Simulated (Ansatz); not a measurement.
```yaml
crystal:
  periodic: [false, false, false]
  atoms:
    - {symbol: B, position_ang: [-1.094382, -0.640567, -0.902238]}
    - {symbol: C, position_ang: [0.044692, 0.075471, -0.087562]}
    - {symbol: C, position_ang: [1.018285, -0.671544, 0.766400]}
    - {symbol: Cl, position_ang: [0.574268, 0.156750, -1.870971]}
    - {symbol: C, position_ang: [-0.274593, 1.470939, 0.343533]}
    - {symbol: O, position_ang: [-0.109232, 1.850533, 1.469130]}
    - {symbol: H, position_ang: [-1.047224, -1.827877, -0.997068]}
    - {symbol: H, position_ang: [-2.041195, -0.009191, -1.259492]}
    - {symbol: H, position_ang: [1.204827, -1.667362, 0.367044]}
    - {symbol: H, position_ang: [0.571255, -0.770861, 1.758680]}
    - {symbol: H, position_ang: [1.960087, -0.132967, 0.883665]}
    - {symbol: H, position_ang: [-0.729689, 2.111474, -0.437220]}
basis:
  gaussian: {orbitals: "6-31++G**"}
hamiltonian: {xc: {name: HF}}
correlation: {method: mp2, frozen_orbitals: {B: 0}}
```

```sh
$ ansatz run in.yaml --threads 4 --pin off --events-out ev --progress --plain --max-ram 10444MiB
```

**Question.** How does Ansatz answer? (Estimate.)

**Answer.** Ansatz gave: The input was rejected before any iteration.
```
Functional definition: HF
Error: "frozen_orbitals" has no count for C
```
